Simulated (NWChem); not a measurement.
System: boron oxyfluoride (BOF); SMILES O=BF

Input file for NWChem:

```
start job
memory heap 200 mb stack 700 mb global 900 mb
geometry units angstroms noautosym nocenter noautoz
  F      0.000000     0.000000    -1.208022
  B      0.000000     0.000000     0.086221
  O      0.000000     0.000000     1.305167
end
basis spherical
  * library d-aug-cc-pvdz
end
dft
  xc pbe0
  iterations 150
end
property
  response 1 0.0
end
task dft property
```

Geometry: optimised at PBE-D3(BJ)/def2-SVP.

Static field.

Task: What results follow from this input? (PBE0/d-aug-cc-pVDZ.) Quantities: basis functions; isotropic polarisability (bohr³); anisotropy (bohr³).

Result: 
```yaml
number_of_basis_functions: 96
isotropic polarisability (bohr³): 17.0
anisotropy (bohr³): 7.7
```
